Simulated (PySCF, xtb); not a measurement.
CH₅ClFNSi, SMILES N[Si@@H](Cl)CF.

GFN2-xTB (xtb) at its own geometry gives an orbital gap of 6.19 eV and a dipole moment of 1.68 D.

Geometry optimised at B3LYP-D3(BJ)/def2-SVP. The structure was generated by enumeration; whether it is a known compound was not checked. One conformer was computed; it need not be the lowest.

### Question
What does B3LYP/def2-TZVP (PySCF) give? (An estimate is asked for; the answer gives what the named calculation found.)

### Answer
gap 8.00 eV (levels -7.80 and 0.20 eV), dipole 1.53 D.
